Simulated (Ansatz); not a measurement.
Job for Ansatz (an electronic-structure program): R-wB97M-V/def2-TZVPPD on CH5FO (a complex), monomers drawn apart or pushed together. Files ending in .json are basis or fitting sets from the Basis Set Exchange.

Ansatz 0.2 input:
```yaml
crystal:
  periodic: [false, false, false]
  atoms:
    - {symbol: O, position_ang: [0.00035071, 0.48345160, -0.13920918]}
    - {symbol: H, position_ang: [0.20934145, -0.13535940, 0.57280373]}
    - {symbol: H, position_ang: [-0.43860270, -0.04081437, -0.81579487]}
    - {symbol: C, position_ang: [-0.20228336, 0.34661819, 4.71834495]}
    - {symbol: F, position_ang: [0.25594803, -0.82793909, 4.10337086]}
    - {symbol: H, position_ang: [-0.50803729, 1.04095227, 3.93745225]}
    - {symbol: H, position_ang: [-1.04414615, 0.08688651, 5.35916458]}
    - {symbol: H, position_ang: [0.61431300, 0.76158137, 5.30787562]}
basis:
  gaussian:
    orbitals: def2-TZVPPD.json
hamiltonian:
  xc: {name: wB97M-V}
scf: {lower_state_search: off}
```

Question: What total energy does the run end on?

Answer: -216.1871 hartree.
